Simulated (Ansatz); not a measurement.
Isolated molecules relaxed with PBE0-D4/def2-TZVP in Ansatz; ΔE leaves out vibrations. CCSD(T)/CBS is the MP2 limit (def2-TZVPP, def2-QZVPP) plus CCSD(T) − MP2 in def2-TZVPP, frozen cores. This one scheme is used for every species. Functionals use def2-TZVPP. One conformer a species, not always the lowest.

`O=C[SiH2][SiH3]` + H–F → `O=CF` + disilane  (substitution at a C–Si bond)

`O=C[SiH2][SiH3]`:

Cartesian coordinates in Å:
```
O -2.352 -0.676 1.182
C -1.204 -0.387 1.400
Si -0.216 0.859 0.309
Si 1.024 -0.378 -1.247
H -0.666 -0.874 2.250
H 0.710 1.619 1.194
H -1.174 1.777 -0.356
H 1.867 0.530 -2.069
H 0.105 -1.135 -2.135
H 1.906 -1.335 -0.527
```

H–F:

```xyz
2

F    -0.337   -0.199   -0.241
H     0.337    0.199    0.241
```

`O=CF`:

Cartesian coordinates in Å:
```
O -0.960 0.755 -0.157
C -0.082 -0.012 -0.020
F 1.162 0.360 0.297
H -0.120 -1.103 -0.120
```

`[SiH3][SiH3]`:

Cartesian coordinates in Å:
```
Si 0.384 -0.413 1.024
Si -0.384 0.413 -1.024
H -0.183 0.383 2.146
H -0.025 -1.833 1.194
H 1.868 -0.334 1.088
H 0.021 1.834 -1.192
H -1.868 0.330 -1.090
H 0.186 -0.380 -2.146
```

```tsv
level	ΔE (kJ/mol)	difference from CCSD(T)/CBS
PBE0-D4	-35.3	-12.4
LC-ωPBE	-44.3	-21.4
HF/def2-SVP	-66.5	-43.6
MP2/def2-SVP	-58.1	-35.2
CCSD(T)/def2-SVP	-58.1	-35.2
HF/def2-TZVPP	-51.1	-28.2
CCSD(T)/def2-TZVPP	-32.0	-9.1
HF/def2-QZVPP	-50.1	-27.2
MP2/def2-QZVPP	-24.1	-1.2
MP2/CBS(def2)	-20.6	2.3
CCSD(T)/CBS	-22.9	0
```

Largest T1 diagnostic among the species: 0.016.

The D4 term adds +6.5 kJ/mol with B3LYP and +3.7 kJ/mol with PBE0; it sums over pairs of atoms, weighted by their polarisabilities, and B3LYP, whose exchange is more repulsive, gets the larger term. In def2-TZVPP, CCSD(T) changes the Hartree–Fock value by +19.1 kJ/mol (the triples alone add +1.1 kJ/mol) and MP2 by +21.4 kJ/mol. Leaving LDA and LC-ωPBE aside and taking each functional with its dispersion term where it has one, the values, not all of them listed here, spread over 13.3 kJ/mol, from B97M-V to revPBE-D4. LDA lies −6.0 kJ/mol from PBE without D4.

B3LYP here is the variant with VWN-RPA as its local correlation; programs differ in this.
